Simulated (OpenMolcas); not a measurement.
Cr4+ in a ligand field

Cr4+ with 5 ligands (fluoride, chloride on the axis) in trigonal bipyramidal coordination (D3h) at 1.8 Å, the axial distance 2.245 Å. A charge of +0.2 e stands 3.2 Å behind each ligand. Ligand basis ANO-RCC-VDZP.

| Item | Value |
| --- | --- |
| Program | OpenMolcas 26.06 |
| Method | SS-CASPT2, IPEA 0.25 Eh, imaginary shift 0.1 Eh (closed shells correlated: 3s 3p and the ligand valence shells) |
| Basis | ANO-RCC-VTZP [6s5p3d2f1g] |
| Scalar Hamiltonian | DKH2, point nucleus |
| Active space | 2 electrons in 5 orbitals (3d) |
| State averaging | 2S+1 = 3 even, 10 roots; 2S+1 = 1 even, 15 roots |
| Spin-orbit coupling | state interaction with AMFI integrals over the reference wave functions |

The lowest spin-free states (labels of D3, the rotations of D3h), above the lowest:

```csv
State,Degeneracy,E (cm-1)
3A2,1,0
3A1,1,7460
3A2,1,7540
1E,2,9580
3E,2,10360
1A1,1,14180
1E,2,15110
1A1,1,20700
1A2,1,21030
3A2,1,29370
3E,2,30290
1E,2,33060
1E,2,34270
3E,2,34500
1A1,1,37930
1E,2,41970
1A1,1,62220
```

The lowest levels with spin-orbit coupling:

| E (cm-1) | Degeneracy | Label | 2S+1 | g |
| --- | --- | --- | --- | --- |
| 0 | 1 | A1 | 3 |  |
| 12 | 2 | E | 3 | 0.00 0.00 4.00 |
| 7090 | 2 | E | 3 | 0.00 0.00 0.92 |
| 7480 | 1 | A2 | 3 |  |
| 7560 | 1 | A1 | 3 |  |
| 7910 | 2 | E | 3 | 0.00 0.00 8.89 |
| 9630 | 2 | E | 1 | 0.00 0.00 3.76 |
| 10290 | 1 | A2 | 3 |  |
| 10300 | 1 | A1 | 3 |  |
| 10370 | 2 | E | 3 | 0.00 0.00 1.22 |
| 10490 | 2 | E | 3 | 0.00 0.00 5.20 |
| 14200 | 1 | A1 | 1 |  |
| 15150 | 2 | E | 1 | 0.00 0.00 1.04 |
| 20720 | 1 | A1 | 1 |  |
| 21050 | 1 | A2 | 1 |  |
| 29350 | 1 | A1 | 3 |  |
| 29380 | 2 | E | 3 | 0.00 0.00 3.98 |
| 30170 | 1 | A2 | 3 |  |
| 30200 | 1 | A1 | 3 |  |
| 30320 | 2 | E | 3 | 0.00 0.00 1.81 |

Electric-dipole absorption from the lowest level at this geometry, strongest bands:

```tsv
E (cm-1)	λ (nm)	Label	f
7480	1340	A2	2.90e-04
30450	328	E	1.23e-06
34520	290	E	2.31e-04
```

Powder χT (cm3 K/mol): 0.214 at 2 K, 0.771 at 10 K, 0.929 at 50 K, 0.941 at 100 K, 0.955 at 200 K, 0.967 at 300 K. The effective moment at 300 K is 2.828 √(χT) = 2.78 μB.

The lowest level has 2S+1 = 3, for which the spin-only value is χT = S(S+1) / 2 = 1.000 cm3 K/mol (g = 2). The computed 0.967 at 300 K differs by -0.033, through orbital momentum, spin-orbit coupling and any other state in reach.

Roots that are degenerate in the reference are averaged as groups; the widest CASPT2 spread within a group is 270 cm-1 (the 2-fold group of multiplicity 3 near 34500 cm-1 above the lowest state of its run). Shifts and gaps below about the spread of the groups concerned are not significant. Over all roots computed the reference weight is 0.68 to 0.69; a low but even weight reflects the number of correlated electrons. The least metal-like active orbital is 74 % on the metal (Löwdin) and no ligand orbital is active, so the numbers are rough. Ligand-to-metal charge-transfer states are missing. With no ligand orbital active B as a rule stays too high, so bands that hang on it stand too high and its fall with covalency is understated. No measured value stands beside these numbers; the geometry is a model, was not optimised and need not be the one that this ion takes.

With an even number of electrons the g values are those of a degenerate or nearly degenerate non-Kramers pair.
